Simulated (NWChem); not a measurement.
# SiH2IF; SMILES I[SiH2]F

def2 effective core potentials on I; no spin-orbit coupling.

Task: Give the equilibrium geometry at PBE0/def2-SVP with def2 effective core potentials on I (NWChem) as a list of bonds and angles, with the point group.

Result: point group Cs; any orientation.
Bonded distances (Å): Si1–F2 1.619, Si1–I3 2.430, Si1–H4 1.484, Si1–H5 1.484. Bond angles (°): F2–Si1–I3 109.2, F2–Si1–H4 108.4, F2–Si1–H5 108.4, I3–Si1–H4 108.8, I3–Si1–H5 108.8, H4–Si1–H5 113.2.
